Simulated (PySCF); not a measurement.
Al(Cl)2(GeH3) (AlCl₂GeH₃), SMILES [Cl][Al]([Cl])[GeH3].

Coordinates come from a PBE0-D3(BJ)/def2-SVP optimisation. The structure was generated by enumeration; whether it is a known compound was not checked.

The numbers are results of HF/def2-TZVP (PySCF), not measurements.

```yaml
total_energy: -3238.21939 hartree
highest_occupied_level: -10.86 eV
lowest_empty_level: 1.02 eV
orbital_gap: 11.88 eV
dipole_moment: 1.50 D
quadrupole, principal values (traceless, Buckingham form, about the centre of nuclear charge): -4.47, -4.26, 8.73 D·Å
mean_static_polarisability: 76.1 bohr³ (11.28 Å³)
polarisability_principal_values: 61.5, 78.8, 88.0 bohr³
```
